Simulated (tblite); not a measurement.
A geometry optimisation, step by step.

Species: C₃H₁₂B₃N.
Atom-mapped SMILES: `[BH2:1][C@@H:2]([BH:3][CH3:4])[B:5]([CH3:6])[NH2:7]` (hydrogens: H8, H9 on B1; H10 on C2; H11 on B3; H12, H13, H14 on C4; H15, H16, H17 on C6; H18, H19 on N7)

Computed with GFN2-xTB (tblite), gas phase: L-BFGS steps from a force-field or distance-geometry start until the largest atomic force falls under 0.01 eV/Å. 10 of its 94 geometries are shown.

Step 0: E = -520.1290 eV, largest atomic force 1.642 eV/Å
```
atom  x, y, z in Å  |  force x, y, z in eV/Å
B1      0.665    1.239   -1.676   -1.615   0.111   0.272
C2      0.491    0.166   -0.528    0.927  -0.331   0.326
B3      1.168    0.695    0.831   -0.854   0.353  -0.459
C4      2.310   -0.119    1.536   -0.161  -0.083   0.576
B5     -1.051   -0.164   -0.268   -0.195   1.233   0.098
C6     -1.608   -1.648   -0.452    0.363  -0.061   0.362
N7     -2.005    0.954    0.137   -0.328  -1.533   0.081
H8      0.586    0.882   -2.793    0.564  -0.062   0.038
H9      0.345    2.359   -1.464    0.479  -0.201   0.010
H10     1.019   -0.765   -0.830   -0.444   0.246   0.046
H11     0.765    1.698    1.320    0.109  -0.290  -0.172
H12     2.621    0.396    2.472    0.028  -0.568  -0.603
H13     3.175   -0.219    0.872   -0.140  -0.164   0.315
H14     1.939   -1.138    1.804    0.491   0.702  -0.220
H15    -2.393   -1.649   -1.230    0.351  -0.262   0.501
H16    -2.040   -1.991    0.523    0.220   0.077  -0.986
H17    -0.786   -2.335   -0.744   -0.796   0.216   0.161
H18    -2.771    0.980   -0.571    0.648   0.084   0.917
H19    -2.439    0.669    1.053    0.351   0.534  -1.262
```

Step 10: E = -520.5292 eV, largest atomic force 0.248 eV/Å
```
atom  x, y, z in Å  |  force x, y, z in eV/Å
B1      0.508    1.222   -1.656    0.076   0.005   0.002
C2      0.502    0.157   -0.510   -0.011  -0.019  -0.024
B3      1.129    0.708    0.817   -0.007  -0.023   0.040
C4      2.287   -0.104    1.533   -0.044   0.037  -0.053
B5     -1.044   -0.141   -0.260    0.197  -0.125  -0.085
C6     -1.567   -1.639   -0.450    0.006   0.067   0.016
N7     -1.982    0.902    0.132    0.042   0.027   0.006
H8      0.677    0.863   -2.762    0.041   0.024   0.061
H9      0.361    2.361   -1.439   -0.080  -0.045  -0.001
H10     0.977   -0.770   -0.839   -0.013  -0.013   0.025
H11     0.730    1.703    1.289   -0.009  -0.018  -0.019
H12     2.639    0.361    2.453   -0.009  -0.020  -0.041
H13     3.152   -0.229    0.880   -0.045   0.014  -0.004
H14     1.958   -1.114    1.783   -0.008   0.030  -0.023
H15    -2.357   -1.658   -1.202    0.030  -0.065   0.032
H16    -2.019   -1.987    0.480   -0.005  -0.075  -0.042
H17    -0.809   -2.363   -0.745   -0.062   0.073   0.031
H18    -2.732    1.022   -0.535   -0.039   0.081  -0.036
H19    -2.420    0.715    1.022   -0.061   0.042   0.117
```

Step 21: E = -520.5637 eV, largest atomic force 0.150 eV/Å
```
atom  x, y, z in Å  |  force x, y, z in eV/Å
B1      0.527    1.199   -1.634   -0.009   0.046  -0.071
C2      0.486    0.114   -0.516    0.048   0.059  -0.092
B3      1.084    0.709    0.802   -0.022  -0.019   0.053
C4      2.251   -0.091    1.495    0.030  -0.014  -0.008
B5     -1.054   -0.164   -0.239    0.116  -0.045  -0.069
C6     -1.565   -1.665   -0.432   -0.013   0.005   0.027
N7     -1.934    0.918    0.168   -0.034  -0.007   0.022
H8      0.877    0.902   -2.717    0.026   0.025   0.103
H9      0.201    2.301   -1.413   -0.022  -0.068  -0.054
H10     0.994   -0.805   -0.816   -0.089  -0.008  -0.018
H11     0.661    1.696    1.260   -0.009   0.033   0.021
H12     2.631    0.358    2.410   -0.012   0.001  -0.013
H13     3.090   -0.202    0.809    0.056  -0.021   0.017
H14     1.924   -1.103    1.732    0.030   0.000   0.023
H15    -2.342   -1.705   -1.198    0.028   0.016   0.003
H16    -2.023   -2.060    0.474    0.017   0.015   0.026
H17    -0.777   -2.352   -0.732   -0.079   0.007   0.031
H18    -2.634    1.178   -0.510    0.021   0.079  -0.064
H19    -2.408    0.783    1.048   -0.085  -0.107   0.063
```

Step 31: E = -521.0328 eV, largest atomic force 0.806 eV/Å
```
atom  x, y, z in Å  |  force x, y, z in eV/Å
B1      0.569    1.232   -1.680   -0.587   0.380  -0.072
C2      0.423    0.131   -0.580    0.489   0.173  -0.574
B3      1.073    0.672    0.741   -0.079  -0.150   0.209
C4      2.265   -0.098    1.448    0.036  -0.019  -0.001
B5     -1.091   -0.168   -0.225    0.568  -0.362   0.011
C6     -1.546   -1.665   -0.321   -0.452  -0.600   0.048
N7     -2.041    0.752    0.191    0.397  -0.133  -0.286
H8      1.331    1.107   -2.574   -0.137   0.032   0.209
H9     -0.182    2.176   -1.685    0.588  -0.436   0.022
H10     0.903   -0.798   -0.919    0.070   0.235   0.180
H11     0.606    1.607    1.281    0.083   0.024  -0.117
H12     2.619    0.406    2.345   -0.025  -0.014   0.030
H13     3.125   -0.219    0.797    0.074   0.076  -0.190
H14     2.004   -1.120    1.734   -0.181   0.115  -0.022
H15    -2.318   -1.654   -1.094   -0.008  -0.263  -0.034
H16    -2.048   -1.994    0.588    0.013  -0.140   0.040
H17    -0.820   -2.432   -0.602   -0.040   0.302   0.137
H18    -2.120    1.643   -0.244   -0.038   0.558   0.498
H19    -2.762    0.431    0.794   -0.770   0.221  -0.089
```

Step 41: E = -521.4446 eV, largest atomic force 0.323 eV/Å
```
atom  x, y, z in Å  |  force x, y, z in eV/Å
B1      0.530    1.248   -1.685   -0.016   0.061   0.076
C2      0.433    0.129   -0.607   -0.043   0.117   0.005
B3      1.057    0.668    0.730   -0.061   0.084  -0.061
C4      2.261   -0.086    1.419   -0.024   0.002  -0.005
B5     -1.090   -0.218   -0.210   -0.068   0.028  -0.017
C6     -1.592   -1.730   -0.279    0.042   0.010  -0.067
N7     -2.024    0.748    0.147   -0.125  -0.037   0.086
H8      1.366    1.157   -2.495    0.053   0.000  -0.150
H9     -0.170    2.189   -1.724   -0.004  -0.055   0.115
H10     0.989   -0.744   -0.956   -0.160  -0.089   0.154
H11     0.593    1.627    1.218    0.047   0.065   0.090
H12     2.632    0.392    2.323   -0.018   0.052  -0.008
H13     3.106   -0.197    0.740   -0.047  -0.041   0.002
H14     1.956   -1.095    1.699    0.028  -0.038  -0.049
H15    -2.337   -1.816   -1.063   -0.159  -0.043  -0.098
H16    -2.066   -2.067    0.639   -0.058   0.094   0.107
H17    -0.820   -2.453   -0.511    0.177  -0.004  -0.020
H18    -1.849    1.740    0.228    0.125  -0.242  -0.079
H19    -2.985    0.518    0.379    0.311   0.034  -0.081
```

Step 52: E = -521.4846 eV, largest atomic force 0.080 eV/Å
```
atom  x, y, z in Å  |  force x, y, z in eV/Å
B1      0.531    1.243   -1.663    0.010   0.002  -0.022
C2      0.421    0.126   -0.587   -0.008   0.005   0.003
B3      1.040    0.699    0.736    0.004   0.014   0.016
C4      2.238   -0.077    1.410   -0.020   0.011  -0.003
B5     -1.103   -0.235   -0.236    0.037  -0.019  -0.026
C6     -1.591   -1.748   -0.310   -0.009  -0.004   0.009
N7     -2.007    0.739    0.149    0.048  -0.019  -0.027
H8      1.318    1.145   -2.528   -0.010  -0.033  -0.026
H9     -0.137    2.205   -1.637   -0.008   0.014   0.055
H10     0.960   -0.774   -0.889   -0.007   0.014  -0.009
H11     0.619    1.676    1.230   -0.012   0.021  -0.011
H12     2.623    0.394    2.312    0.010  -0.012  -0.014
H13     3.068   -0.187    0.712   -0.005  -0.018   0.039
H14     1.929   -1.088    1.673    0.037  -0.003   0.000
H15    -2.347   -1.883   -1.083    0.002   0.018   0.005
H16    -2.051   -2.041    0.632   -0.011  -0.045  -0.011
H17    -0.792   -2.454   -0.519   -0.005   0.007   0.010
H18    -1.755    1.707    0.232    0.014   0.078  -0.011
H19    -2.973    0.563    0.358   -0.065  -0.031   0.023
```

Step 62: E = -521.4915 eV, largest atomic force 0.058 eV/Å
```
atom  x, y, z in Å  |  force x, y, z in eV/Å
B1      0.521    1.245   -1.657   -0.003   0.000  -0.025
C2      0.431    0.133   -0.574   -0.003  -0.009  -0.020
B3      1.050    0.707    0.747    0.011  -0.003   0.003
C4      2.240   -0.076    1.428   -0.006   0.004  -0.001
B5     -1.098   -0.239   -0.241   -0.013  -0.015  -0.002
C6     -1.592   -1.751   -0.320    0.014   0.006   0.004
N7     -2.013    0.734    0.121    0.039  -0.006   0.039
H8      1.202    1.089   -2.599   -0.017  -0.004  -0.001
H9     -0.058    2.258   -1.552   -0.012   0.001   0.016
H10     0.966   -0.765   -0.884   -0.015  -0.043   0.000
H11     0.645    1.703    1.218   -0.007  -0.014   0.020
H12     2.627    0.392    2.331   -0.003  -0.005  -0.015
H13     3.073   -0.190    0.733   -0.006   0.007   0.024
H14     1.933   -1.089    1.688    0.002   0.013   0.001
H15    -2.348   -1.875   -1.095    0.031   0.013   0.004
H16    -2.058   -2.059    0.617    0.018   0.008  -0.015
H17    -0.794   -2.458   -0.532   -0.010  -0.002  -0.003
H18    -1.764    1.703    0.205   -0.011   0.057  -0.006
H19    -2.973    0.548    0.358   -0.010  -0.006  -0.023
```

Step 72: E = -521.4939 eV, largest atomic force 0.026 eV/Å
```
atom  x, y, z in Å  |  force x, y, z in eV/Å
B1      0.513    1.240   -1.658   -0.010  -0.005   0.002
C2      0.438    0.130   -0.573   -0.004   0.000  -0.014
B3      1.056    0.704    0.749   -0.007  -0.007  -0.006
C4      2.243   -0.076    1.436    0.006  -0.003   0.004
B5     -1.091   -0.234   -0.238   -0.014   0.002   0.005
C6     -1.585   -1.746   -0.324    0.006   0.007   0.002
N7     -2.008    0.736    0.129   -0.004   0.010  -0.016
H8      1.134    1.068   -2.637    0.003  -0.014  -0.014
H9     -0.026    2.270   -1.517   -0.021   0.015   0.002
H10     0.960   -0.775   -0.887    0.006  -0.004   0.011
H11     0.649    1.697    1.222   -0.012  -0.007   0.005
H12     2.622    0.396    2.340    0.005  -0.003   0.009
H13     3.081   -0.191    0.749    0.005  -0.001   0.001
H14     1.934   -1.088    1.697    0.004  -0.003   0.006
H15    -2.337   -1.861   -1.103    0.012  -0.003   0.006
H16    -2.054   -2.059    0.609   -0.004   0.008  -0.007
H17    -0.790   -2.456   -0.538    0.004   0.013  -0.006
H18    -1.776    1.712    0.198    0.012  -0.005   0.006
H19    -2.973    0.544    0.337    0.015   0.000   0.003
```

Step 83: E = -521.4949 eV, largest atomic force 0.024 eV/Å
```
atom  x, y, z in Å  |  force x, y, z in eV/Å
B1      0.500    1.234   -1.663    0.006  -0.008   0.006
C2      0.444    0.129   -0.572   -0.011   0.000  -0.006
B3      1.056    0.697    0.753   -0.020  -0.002  -0.006
C4      2.246   -0.078    1.443    0.001   0.005   0.002
B5     -1.090   -0.229   -0.243    0.018   0.007   0.014
C6     -1.580   -1.740   -0.328    0.004   0.002  -0.003
N7     -2.004    0.745    0.121    0.003  -0.003   0.007
H8      1.095    1.052   -2.657   -0.003  -0.003  -0.006
H9     -0.031    2.269   -1.512   -0.004   0.000  -0.005
H10     0.963   -0.778   -0.886    0.002   0.019   0.000
H11     0.635    1.681    1.233    0.003   0.002   0.008
H12     2.621    0.396    2.346    0.004   0.006   0.016
H13     3.087   -0.191    0.759    0.004  -0.008  -0.008
H14     1.940   -1.090    1.706    0.003  -0.005  -0.003
H15    -2.326   -1.859   -1.112   -0.001  -0.011   0.000
H16    -2.051   -2.054    0.603   -0.008   0.001  -0.005
H17    -0.779   -2.444   -0.537   -0.003  -0.009  -0.005
H18    -1.766    1.718    0.201    0.004   0.003  -0.004
H19    -2.968    0.553    0.336   -0.001   0.005   0.000
```

Step 93: E = -521.4952 eV, largest atomic force 0.007 eV/Å
```
atom  x, y, z in Å  |  force x, y, z in eV/Å
B1      0.495    1.233   -1.667    0.001  -0.001   0.000
C2      0.445    0.132   -0.571   -0.004  -0.002  -0.001
B3      1.055    0.695    0.758   -0.005  -0.001  -0.001
C4      2.246   -0.078    1.446    0.000   0.002  -0.001
B5     -1.088   -0.229   -0.242    0.006   0.000   0.004
C6     -1.578   -1.740   -0.330    0.000   0.003  -0.002
N7     -2.000    0.746    0.124    0.002   0.000  -0.003
H8      1.079    1.044   -2.666   -0.003   0.001   0.002
H9     -0.034    2.269   -1.517    0.001  -0.001  -0.001
H10     0.967   -0.773   -0.887    0.000   0.000   0.003
H11     0.630    1.677    1.243    0.000   0.001  -0.001
H12     2.622    0.396    2.350    0.002   0.000   0.003
H13     3.086   -0.191    0.761    0.001  -0.001  -0.002
H14     1.943   -1.091    1.710   -0.003   0.001  -0.002
H15    -2.322   -1.861   -1.117   -0.001   0.005  -0.003
H16    -2.055   -2.052    0.598    0.000  -0.002  -0.004
H17    -0.778   -2.445   -0.536    0.000  -0.001   0.006
H18    -1.759    1.719    0.199    0.002  -0.003   0.001
H19    -2.965    0.560    0.337   -0.001  -0.003   0.001
```

Question: Summarise the path.

Answer: The energy falls by 131.82 kJ/mol from step 0 to step 93; nine tenths of that is first reached at step 37. It falls at every step. The largest force goes from 1.642 to 0.007 eV/Å. Among the bonds B5–N7 changes most, from 1.524 to 1.384 Å; the atoms move by 0.444 Å rms after alignment.

What follows is the cost of the whole relaxation. Time: 1.4 s. Hardware: an Intel Xeon at 2.70 GHz with one thread, shared host.
